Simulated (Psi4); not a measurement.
A dimer, N2 ··· BCl3 (SMILES N#N and ClB(Cl)Cl); the first 2 atoms form monomer A.

```
6

N      0.5455     0.0000     0.0000
N     -0.5455     0.0000     0.0000
Cl    -3.1020    -1.0561    -2.6161
B     -3.2524     0.2755    -3.7341
Cl    -3.9378     0.0119    -5.3173
Cl    -2.7212     1.8712    -3.2678
```

Q: What interaction energy does Psi4 with SAPT0/jun-cc-pVDZ, frozen core give, and which attractive term is the largest?

A: Total -0.20 kcal/mol: electrostatics -0.05, exchange 0.34, induction -0.03, dispersion -0.47. The most attractive term is dispersion.
